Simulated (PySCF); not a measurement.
HgBr₂, SMILES [Br][Hg][Br].

Geometry optimised at PBE0-D3(BJ)/def2-SVP. The isomer is the one that the SMILES or the coordinates give; other isomers of the formula were not compared. The def2 effective core potentials stand for the cores of Hg; spin–orbit coupling is left out.

Calculation: PySCF with PBE0/def2-TZVPD.

Gas-phase values at a fixed geometry.

The total energy comes out as -5301.29035 hartree and the point group is D∞h. The highest occupied level is -8.42 eV and the lowest empty level is -2.64 eV. The orbital gap is 5.78 eV and the dipole moment is 0.00 D. The quadrupole, principal values (traceless, Buckingham form, about the centre of nuclear charge) is -6.86, 3.43, 3.43 D·Å. The mean static polarisability is 80.1 bohr³ (11.86 Å³) and the polarisability, principal values is 56.8, 56.8, 126.6 bohr³.
